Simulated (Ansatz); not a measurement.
C₂H₈S₂Si, SMILES `C[Si](C)(S)S`. The species carries charge 0 and has multiplicity 1.

Z-matrix (Å, degrees):
```
C
Si 1 1.862
H 1 1.093 2 110.8
H 1 1.093 2 110.1 3 119.8
H 1 1.091 2 110.7 3 -120.7
C 2 1.864 1 111.6 3 -59.3
S 2 2.140 1 105.4 3 62.9
S 2 2.149 1 112.2 3 177.4
H 6 1.092 2 111.0 1 178.1
H 6 1.094 2 110.7 1 -61.7
H 6 1.093 2 110.1 1 57.9
H 7 1.344 2 94.6 1 178.6
H 8 1.345 2 94.5 1 82.1
```

Q: What are the harmonic wavenumbers in cm⁻¹ at PBE0-D4/def2-TZVP (Ansatz, finite differences of forces, unscaled)? (Best estimate.)

A: Computed: 127, 135, 154, 172, 183, 210, 213, 214, 241, 444, 522, 672, 677, 700, 734, 771, 808, 844, 861, 1272, 1278, 1439, 1440, 1446, 1454, 2699, 2712, 3047, 3050, 3130, 3133, 3146, 3147.

Q: Is this a minimum?

A: Yes, all 33 modes are real.

Q: Give the ideal-gas thermochemistry at 298.15 K and 1 bar (rigid rotor, harmonic oscillator; point group C1, symmetry number 1).

A: Zero-point energy 245.7 kJ/mol; H(298) − E = 272.9 kJ/mol; entropy 390.3 J/(mol·K), of which translation 169.0, rotation 118.2, vibration 103.1; G(298) − E = 156.5 kJ/mol.

Q: Rotational constants (cm⁻¹)?

A: 0.08131, 0.06035, 0.05158.
